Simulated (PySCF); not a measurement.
From one molecule to another.

First species: C10H10Ge.
Bonds: C1–C2 (double), C2–Ge3, Ge3–C4, C4–C5 (aromatic), C5–C6 (aromatic), C6–C7 (aromatic), C7–C8 (aromatic), C8–C9 (aromatic), Ge3–C10, C10–C11 (double), C1–C11, C4–C9 (aromatic). Hydrogens: H12 on C1; H13 on C2; H14 on Ge3; H15 on C5; H16 on C6; H17 on C7; H18 on C8; H19 on C9; H20 on C10; H21 on C11.

Second species: C6H9O2P.
Geometry (PBE0-D3(BJ)/def2-SVP, Å), atoms numbered from 1 in this order:
```xyz
18
C6H9O2P angstrom
C     -1.4469    1.8152    0.0218
P     -0.9982    0.4118    1.1393
C     -1.9742   -0.9562    0.3033
O     -1.9492   -0.9732   -1.0903
C      0.6472   -0.0076    0.4903
C      1.8588   -0.1065    1.1177
C      2.8158   -0.4807    0.1245
C      2.1210   -0.5873   -1.0415
O      0.8179   -0.3036   -0.8382
H     -2.4437    2.1858    0.3047
H     -0.7244    2.6329    0.1544
H     -1.4698    1.4973   -1.0299
H     -3.0237   -0.8318    0.6181
H     -1.6182   -1.9038    0.7562
H     -1.0232   -0.9989   -1.3651
H      2.0353    0.0694    2.1767
H      3.8821   -0.6487    0.2589
H      2.4058   -0.8445   -2.0590
```

Levels: CAM-B3LYP/def2-SVPD for dipole moment, HOMO energy, LUMO energy, HOMO–LUMO gap, static isotropic polarisability and electronic spatial extent ⟨r²⟩ about the centre of nuclear charge; TDDFT CAM-B3LYP/def2-SVPD for lowest singlet excitation; TDA CAM-B3LYP/def2-SVPD for lowest triplet excitation (Tamm–Dancoff); PBE0-D3(BJ)/def2-SVP for rotational constant A and rotational constant C. Geometries: PBE0-D3(BJ)/def2-SVP. Each species is one conformer at its optimised geometry, gas phase, non-relativistic unless stated; the electronic structure was computed with PySCF and density fitting.

Dipoles, sizes and rotational constants follow the conformer. The torsions of the flexible species, by atom-mapped SMILES:
- `[CH:1]1=[CH:2][GeH:3]([c:4]2[cH:5][cH:6][cH:7][cH:8][cH:9]2)[CH:10]=[CH:11]1`: C2–Ge3–C4–C5 53°
- `[CH3:1][P:2]([CH2:3][OH:4])[c:5]1[cH:6][cH:7][cH:8][o:9]1`: C1–P2–C3–O4 42°, C1–P2–C5–C6 125°, H–O4–C3–P2 55°

Problem. Which of the two has the higher T1 energy, and by how much?

Solution. The second: 3.82 eV against 2.72 eV, a difference of 1.10 eV.

Problem. Which of the two has the higher LUMO energy, and by how much?

Solution. The second: 0.56 eV against -0.32 eV, a difference of 0.88 eV.

Problem. Which has the higher S1 energy?

Solution. The second: 5.68 eV against 4.50 eV, a difference of 1.18 eV.

Problem. Which has the higher dipole moment?

Solution. The second: 2.11 D against 0.56 D, a difference of 1.55 D.

Problem. Which has the higher HOMO energy?

Solution. The first: -7.92 eV against -8.16 eV, a difference of 0.24 eV.

Problem. Which has the higher ⟨r²⟩?

Solution. The first: 2392 bohr² against 1399 bohr², a difference of 993 bohr².

Problem. Which has the higher static isotropic polarisability?

Solution. The first: 140.2 au against 102.7 au, a difference of 37.5 au.

Problem. Which has the higher rotational constant C?

Solution. The second: 0.895 GHz against 0.478 GHz, a difference of 0.417 GHz.

On the first: The principal polarisabilities are 106.4, 130.5 and 183.7 au; their mean is the isotropic value. The 10 singlets span 4.50 to 6.57 eV, and their oscillator strengths add up to 0.19. Relativistic effects, spin–orbit coupling among them, are left out although an element past zinc is present.

On the second: In atomic units the dipole is 0.83 e·bohr (1 au = 2.5417 D). The principal polarisabilities are 85.1, 97.7 and 125.4 au; their mean is the isotropic value.
